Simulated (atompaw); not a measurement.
**Which change was made? (P, PAW (atompaw))**

atompaw 4.2.0.5 input, output lines left out:

```
P 15
GGA-PBE scalarrelativistic loggrid 1500 logderivrange -3 5 201
3 3 0 0 0 0
3 1 3
0 0 0
c
c
v
c
v
1
1.75 1.60 1.20 1.15
y
1.8
n
y
1.4
n
custom rrkj gramschmidtortho sinc
2 0.5 ultrasoft
1.65
1.65
1.75
1.75
```

Cutoffs, loose and tight: the cutoffs (Ry, on a coarse ladder) from which the occupation-weighted sum of valence levels, in a spherical-Bessel basis at the reference potential, stays within 10 and 1 mRy of its value at 400 Ry. They see the waves, projectors and local potential, not the compensation charge or the core.

The base gives: outcome: generated; cutoff, loose: 12 Ry; cutoff, tight: 25 Ry; bound ghosts: none.

Task: After one change the result is: outcome: generated; cutoff, loose: 30 Ry; cutoff, tight: 45 Ry; bound ghosts: none. Which change was it?
A. wave 3p channel at 1.4 Ry: rc 1.75 bohr becomes 3p channel at 1.4 Ry: rc 1.58 bohr
B. wave 3p (bound): rc 1.75 bohr becomes 3p (bound): rc 1.18 bohr
C. local potential vpsmatchnc scheme with l = 2 at 0.5 Ry, radius 1.20 bohr

Result: B. The others give: local potential vpsmatchnc scheme with l = 2 at 0.5 Ry, radius 1.20 bohr → outcome: generated; cutoff, loose: 12 Ry; cutoff, tight: 21 Ry; bound ghosts: s | wave 3p channel at 1.4 Ry: rc 1.75 bohr becomes 3p channel at 1.4 Ry: rc 1.58 bohr → outcome: generated; cutoff, loose: 15 Ry; cutoff, tight: 25 Ry; bound ghosts: none.
